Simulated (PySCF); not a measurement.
**Worked example: refractive index and permittivity of the vapour**

Al(F)(NCO)(OMe) (C2H3AlFNO2), SMILES C[O][Al]([N]=C=O)[F].

Geometry optimised at B3LYP-D3(BJ)/def2-SVP. One conformer was computed; it need not be the lowest.

PBE0/def2-TZVP run with PySCF gives a mean static polarisability of 54.6 bohr³ and a dipole moment of 2.27 D. Take an ideal gas at 298.15 K and 0.01 bar, whether or not the substance is that volatile.

Task: Work out n − 1 in the optical limit and the static ε − 1.

Result: 
Polarisability volume α' = 54.6 × 0.148185 = 8.09 Å³. Number density N = p/kT = 2.43e-7 Å⁻³.
Dilute limit of Lorentz–Lorenz: n − 1 = 2π N α' = 1.2e-5.
Orientation term of Debye: μ²/(3kT) = 8.098 Å³ × μ²(D²) = 41.73 Å³.
ε − 1 = 4π N (α' + μ²/3kT) = 0.00015. Orientation of the dipole supplies 84 % of the static response; it can't follow optical fields. Vibrational polarisation and dispersion are left out.
